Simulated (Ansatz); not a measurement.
def2 core potentials replace the inner electrons of Sn.

Z-matrix (Å, degrees):
```
C
H 1 1.1039
H 1 1.1045 2 105.63
C 1 1.5244 2 109.85 3 -118.35
H 4 1.1015 1 111.95 2 175.17
H 4 1.1018 5 107.36 1 -123.14
C 1 1.5247 2 109.43 3 117.28
H 7 1.1043 1 109.08 2 -179.99
H 7 1.1044 8 105.75 1 117.05
C 7 1.5201 8 109.86 9 118.44
H 10 1.1003 7 111.58 8 -57.99
H 10 1.1018 11 107.63 7 122.27
H 10 1.1018 11 107.59 12 115.42
Sn 4 2.1295 5 106.85 6 -113.84
O 14 1.9828 4 114.25 5 80.10
H 15 0.9651 14 110.19 4 -129.09
O 14 1.9837 15 106.16 16 -3.66
H 17 0.9652 14 110.00 15 106.52
O 14 1.9846 15 105.86 16 108.07
H 19 0.9650 14 110.27 15 -2.62
```
Charge 0, multiplicity 1.

Problem. Estimate the HOMO–LUMO gap, LUMO, HOMO, dipole moment and total energy that CAM-B3LYP-D3(BJ)/def2-TZVP // PBE0-D3(BJ)/def2-SVP in Ansatz (a quantum-chemistry and plane-wave program) returns for this input.

Solution. 
HOMO–LUMO gap: 9.49 eV
LUMO: 0.06 eV
HOMO: -9.42 eV
dipole moment: 1.00 D
total energy: -16318.19 eV
